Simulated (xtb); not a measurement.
Job for xtb: GFN-FF on BF2H3O2 (a complex), monomers drawn apart or pushed together.

```
$ xtb mol.xyz --gfnff --sp --chrg 0 --uhf 0
8

O      1.10913440     0.83477917     0.23364021
B      0.02755447     0.03404821     0.15971813
O     -0.45671767    -0.51683024     1.31371576
F     -0.58259768    -0.23591742    -1.00411102
H      1.39923321     1.19001917    -0.61204094
H     -1.22973408    -1.07785301     1.19297458
F      0.39231132    -0.48450041     5.26428862
H      0.19594762    -0.49337443     4.34643830
```

**Question.** Predict the final total energy.

**Answer.** -0.8401 hartree.
